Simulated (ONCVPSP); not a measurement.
Before and after: ONCV potential for platinum

| Item | Value |
| --- | --- |
| Element | platinum (Pt) |
| Generator | ONCVPSP 4.0.1 |
| Type | optimised norm-conserving Vanderbilt (ONCV) |
| Functional | PBE |
| Relativity | scalar-relativistic |
| Frozen core | [Kr] 4d10 4f14 5s2 |
| Valence charge | 16 |
| Reference configuration | 5p6 5d8.5 (charge +1.5) |
| Partial waves | s scattering state at 0.15 Ha: rc 2.05 bohr, ncon 4, nbas 8, qcut 2.6 1/bohr, 2 projectors, debl 1.6 Ha; 5p: rc 1.20 bohr, ncon 4, nbas 9, qcut 6 1/bohr, 2 projectors, debl 1.2 Ha; 5d: rc 2.25 bohr, ncon 4, nbas 8, qcut 8.1 1/bohr, 2 projectors, debl 1.4 Ha |
| Local potential | polynomial inside 0.85 bohr (lpopt 5, dvloc0 0 Ha) |
| Core correction | Teter function, fcfact 3.25, rcfact 1.6 |

In the s channel the program set the typed energies aside and used 0.050, 1.650 Ha. In the p channel the program set the typed energies aside and used -2.586, 0.250 Ha.

All-electron outer shells of the reference configuration (PBE, scalar-relativistic, ld1.x):

```
shell  level (eV)  outermost node (bohr)  outermost maximum (bohr)
   5p      -70.37                   0.53                      0.98
   5d      -19.91                   0.57                      1.26
```

Change: s: qcut 2.7; p: qcut 6.3; d: qcut 8.5.

Cutoffs: the cutoffs (Ha) at which the residual kinetic energy of the hardest occupied pseudo-wave falls to 1 and 0.1 mHa per electron; they do not see the model core or the augmentation charge, which bear on the density cutoff. Errors are all-electron minus pseudo energies relative to the spin-unpolarised reference configuration.

Problem. How do hardness, ghosts and transferability respond?

Solution. The potential gets neither clearly harder nor softer (166 Ha and 196 Ha → 162 Ha and 194 Ha); both files keep a bound ghost (s); the errors of the 3 common tests hardly move; the range in which the s phases agree widens (upper end 0.3 → 4.8).

| quantity | base | changed |
| --- | --- | --- |
| cutoff, loose | 166 Ha | 162 Ha |
| cutoff, tight | 196 Ha | 194 Ha |
| loose cutoff by channel | p 166 Ha, d 19 Ha | p 162 Ha, d 19 Ha |
| bound ghosts | s | s |
| GHOST(+) flags under 300 eV | s at 8.7 eV, p at 220.7 eV | s at 6.3 eV, p at 220.7 eV |
| tests with a reliable result | 3 of 4 | 3 of 4 |
| error for 5p6 5d9, meV [ΔE -8.54 eV] | -0.1 | -0.1 |
| error for 5p6 5d8, meV [ΔE 11.43 eV] | -3.1 | -3.2 |
| error for 5p6 5d9 6p1, meV [ΔE -12.68 eV] | +2.6 | +2.7 |
| s: phases at 2.08 bohr within 0.05 rad from the reference energy up to (Ha; the scan ends near 5) | 0.3 | 4.8 |
| p: phases at 1.22 bohr within 0.05 rad from the reference energy up to (Ha; the scan ends near 5) | to the end of the scan | to the end of the scan |
| d: phases at 2.28 bohr within 0.05 rad from the reference energy up to (Ha; the scan ends near 5) | to the end of the scan | to the end of the scan |
| rms error of d²Exc/dni dnj with the model core, mHa | 1.22 | 1.24 |

 A true bound ghost makes a file unfit for plane-wave use even where its test errors are small: the radial tests pick states by their node count and pass the ghost by.
